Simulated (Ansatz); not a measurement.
Ansatz (an electronic-structure program) input:

Ansatz 0.2 input:
```yaml
crystal:
  periodic: [false, false, false]
  atoms:
    - {symbol: O, position_ang: [-0.64551005, 1.33350549, -0.72187362]}
    - {symbol: Si, position_ang: [-0.04502482, 0.14476088, 0.27139659]}
    - {symbol: O, position_ang: [1.51930821, -0.08036918, -0.15587409]}
    - {symbol: O, position_ang: [-0.87024825, -1.26914546, 0.26613864]}
    - {symbol: H, position_ang: [-0.24734916, 0.73747163, 1.60649221]}
    - {symbol: H, position_ang: [1.92111557, -0.92822535, 0.05110260]}
    - {symbol: H, position_ang: [-1.07181841, -1.70782520, -0.56427459]}
basis:
  gaussian:
    orbitals: def2-TZVP
hamiltonian:
  xc: {name: PBE0}
magnetization: {spin_polarized: true, initial_magnetization: 1}
```

**Question.** Predict the final energy.

**Answer.** -516.77913 Eh (PBE0/def2-TZVP). The basis has 148 functions.

It need not be the lowest isomer of its formula.
